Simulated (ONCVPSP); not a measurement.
**Varying the ONCV potential for As (Z = 33)**

Base potential:

arsenic, optimised norm-conserving Vanderbilt (ONCV), made with ONCVPSP 4.0.1 (PBEsol, scalar-relativistic). Core [Ar] 3d10, reference 4s1.75 4p3.25. Waves: 4s: rc 1.70 bohr, ncon 5, nbas 8, qcut 4.5 1/bohr, 1 projector; 4p: rc 1.85 bohr, ncon 5, nbas 9, qcut 5 1/bohr, 2 projectors, debl 3.2 Ha; d scattering state at 0.4 Ha: rc 2.00 bohr, ncon 3, nbas 7, qcut 4.2 1/bohr, 1 projector. Local part: polynomial inside 1.40 bohr (lpopt 2, dvloc0 4 Ha). Core correction: none.

All-electron outer shells of the reference configuration (PBEsol, scalar-relativistic, ld1.x):

```json
{"shell": "3p", "level (eV)": "-133.90", "outermost node (bohr)": "0.22", "outermost maximum (bohr)": "0.52"}
{"shell": "3d", "level (eV)": "-41.06", "outermost node (bohr)": "–", "outermost maximum (bohr)": "0.47"}
{"shell": "4s", "level (eV)": "-14.73", "outermost node (bohr)": "0.73", "outermost maximum (bohr)": "1.61"}
{"shell": "4p", "level (eV)": "-5.36", "outermost node (bohr)": "0.78", "outermost maximum (bohr)": "1.97"}
```

Cutoffs, loose and tight: the cutoffs (Ha) at which the residual kinetic energy of the hardest occupied pseudo-wave falls to 1 and 0.1 mHa per electron. They do not see the model core or the augmentation charge, which bear on the density cutoff. Test errors are all-electron minus pseudo excitation energies from the reference, over the configurations 4s2 4p3; 4s2 4p2; 4s2 4p1; 4s0 4p5. A dash means not determined; rows that change the core or the reference have their own tests.

```csv
change,outcome,"cutoff, loose","cutoff, tight",bound ghosts,GHOST(+) flags above zero,largest test error (meV)
base,generated,10 Ha,24 Ha,none,none,-27
s: qcut 2.9; p: qcut 3.2; d: qcut 2.7,generated,42 Ha,60 Ha,none,none,-24
s: qcut 4.9; p: qcut 5.4; d: qcut 4.5,"failed: ERROR pspot: first pseudo wave function has node, program will stop",–,–,–,–,–
s: qcut 5.1; p: qcut 5.6; d: qcut 4.7,"failed: ERROR pspot: first pseudo wave function has node, program will stop",–,–,–,–,–
s: qcut 5.8; p: qcut 6.4; d: qcut 5.4,"failed: ERROR pspot: first pseudo wave function has node, program will stop",–,–,–,–,–
s: qcut 6.1; p: qcut 6.8; d: qcut 5.7,"failed: ERROR pspot: first pseudo wave function has node, program will stop",–,–,–,–,–
s: qcut 6.4; p: qcut 7.2; d: qcut 6,"failed: ERROR pspot: first pseudo wave function has node, program will stop",–,–,–,–,–
```

Q: What comes out with this change to the base: s: qcut 3.3; p: qcut 3.6; d: qcut 3.1?

A: outcome: generated; cutoff, loose: 38 Ha; cutoff, tight: 57 Ha; bound ghosts: none; GHOST(+) flags above zero: none; largest test error (meV): -26.

Q: What comes out with this change to the base: s: qcut 3.8; p: qcut 4.3; d: qcut 3.6?

A: outcome: generated; cutoff, loose: 20 Ha; cutoff, tight: 46 Ha; bound ghosts: none; GHOST(+) flags above zero: none; largest test error (meV): -27.

Q: What comes out with this change to the base: s: qcut 4.4; p: qcut 4.8; d: qcut 4.1?

A: outcome: generated; cutoff, loose: 10 Ha; cutoff, tight: 34 Ha; bound ghosts: none; GHOST(+) flags above zero: none; largest test error (meV): -27.
